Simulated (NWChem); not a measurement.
Species: CHOS cation; SMILES C(=O)=[SH+]

Computed with NWChem. Medium grid unless said otherwise, to which SCAN and Minnesota functionals are sensitive. Structure relaxed at the PBE0-D3(BJ)/def2-TZVP level. Hybrids' shares of exact exchange are those that their runs print; pure functionals count as 0. The functionals differ in more than this share.

| row | share of exact exchange | orbital gap (eV) |
|---|---|---|
| PBE/def2-SVP | 0.00 | 4.73 |
| PW91/def2-SVP | 0.00 | 4.72 |
| TPSSh/def2-SVP | 0.10 | 5.88 |
| B3LYP/def2-SVP | 0.20 | 6.58 |
| M06/def2-SVP | 0.27 | withheld |

Question: Fit a straight line of the last column on the one before it, predict the withheld value, and compare with the run.

Answer: 
1. Means of the 4 shown rows: x = 0.075, y = 5.477. Slope Σ(x − x̄)(y − ȳ)/Σ(x − x̄)² = 0.2607/0.02750 = 9.482; intercept 4.766.
2. The shown rows scatter about the line by 0.097 (root mean square); the largest residual is +0.17, at TPSSh/def2-SVP.
3. At x = 0.27 (M06/def2-SVP; beyond the shown range) the line gives 7.33.
4. The run gives 7.13, -0.20 from the line, 2.1 times the scatter.
